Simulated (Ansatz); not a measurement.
Abridged output of a molecular run in Ansatz:

```
Functional definition: HF
2011 factors; integrals over basis functions are off by at most 1.3e-3 eV
mean field evaluation 1: about -24793.5725 eV, gradient 5.2e1 eV
mean field evaluation 2: about -24793.9088 eV, gradient 5.3e1 eV
mean field evaluation 4: about -24799.5318 eV, gradient 4.4e0 eV
mean field evaluation 8: about -24799.6120 eV, gradient 2.0e-1 eV
mean field -24799.61215363 eV, -911.3689368652 hartree, gradient 6.4e-6 eV, S^2 0.000000; 0 other end points of the search recorded, 0 dependent functions left out
15 core orbitals not correlated: weight in the atoms' cores, before any rotation towards them, 1.000 or more for the frozen orbitals, at most 0.000 for the correlated occupied ones
reference -24799.61215363 eV, -911.3689368652 hartree; 21, 21 occupied and 301, 301 virtual orbitals, 2011 factors
second order -34.44698587 eV of doubles, -0.00000000 eV of singles
cycle   1  -34.76562968 eV  change   -3.2e-1 eV  update   1.2e-1
cycle   2  -35.54902835 eV  change   -7.8e-1 eV  update   3.6e-2
cycle   3  -35.73322270 eV  change   -1.8e-1 eV  update   1.9e-2
cycle   4  -35.71565798 eV  change    1.8e-2 eV  update   4.4e-3
cycle   5  -35.71356691 eV  change    2.1e-3 eV  update   1.9e-3
cycle   6  -35.71518228 eV  change   -1.6e-3 eV  update   5.7e-4
cycle   7  -35.71512928 eV  change    5.3e-5 eV  update   2.2e-4
cycle   8  -35.71497775 eV  change    1.5e-4 eV  update   7.0e-5
cycle   9  -35.71500205 eV  change   -2.4e-5 eV  update   3.2e-5
perturbative correction -1.29291213 eV, -0.0475136443 hartree
Total energy: -24836.62006781 eV, -912.7289526262 hartree
```

Its atoms:

Cartesian coordinates in Å:
```
C -2.3324 -0.0958 0.6306
C -1.1636 0.5297 0.7476
Si -0.2108 1.0446 -0.7448
F 0.1291 2.6075 -0.6720
N 1.2665 0.1707 -0.8382
Si 1.8734 -1.0499 0.1935
F 1.3011 -2.4973 -0.1790
H -2.7644 -0.3208 -0.3411
H -2.9116 -0.4121 1.4933
H -0.7816 0.7356 1.7454
H -1.0189 0.8649 -1.9737
H 1.8128 0.3316 -1.6748
H 3.3420 -1.1275 0.0277
H 1.4583 -0.7813 1.5855
```

(1) Which basis set was used?
A. def2-TZVPP
B. def2-SVP
C. cc-pV(D+d)Z
D. def2-SVPD

(2) Write the keys of the input that set method, charge and spin (a neutral closed shell needs none for the last two).

Results:

(1) A. It gives 337 functions.

(2) 
```yaml
correlation: {method: ccsd_t}
```
